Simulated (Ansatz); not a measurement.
Compare A (`F[SiH]1COC=N1`) with its isomer B (`OC1([SiH3])N=C1F`).

Gas-phase electronic energies from Ansatz, PBE0-D4/def2-TZVP geometries. CCSD(T)/CBS is the MP2 limit (def2-TZVPP, def2-QZVPP) plus CCSD(T) − MP2 in def2-TZVPP, frozen cores. DFT in def2-TZVPP. B3LYP here is the variant with VWN-RPA as its local correlation; programs differ in this. Each species was taken in one conformer, which may not be the lowest.

Task: Which isomer does CCSD(T)/CBS put lower? Give the gap. (Best estimate.)

Result: The calculation gave: A, by 109.8 kcal/mol.

Task: Give E(B) − E(A) in kcal/mol with LDA (SPW92), BLYP-D4, PBE0-D4, r2SCAN-D4, ωB97M-V, HF/def2-TZVPP, B3LYP. (Best estimate.)

Result: Computed: LDA (SPW92) 105.8, BLYP-D4 103.7, PBE0-D4 106.7, r2SCAN-D4 108.3, ωB97M-V 108.7, HF/def2-TZVPP 115.1, B3LYP 107.1. None reverses the order clearly.

Task: Does the order hold for the free energy at 298.15 K (harmonic terms from PBE0-D4)? (Estimate.)

Result: Computed: Yes: G(B) − G(A) = +103.3 kcal/mol, for one conformer each.

Largest T1 diagnostic: 0.015.

From BLYP to BHLYP (50 % exact exchange), in def2-TZVPP and without D4, E(B) − E(A) moves by +10.3 kcal/mol. In def2-TZVPP, CCSD(T) changes the Hartree–Fock value by −7.1 kcal/mol (the triples alone add −1.6 kcal/mol) and MP2 by −6.1 kcal/mol.
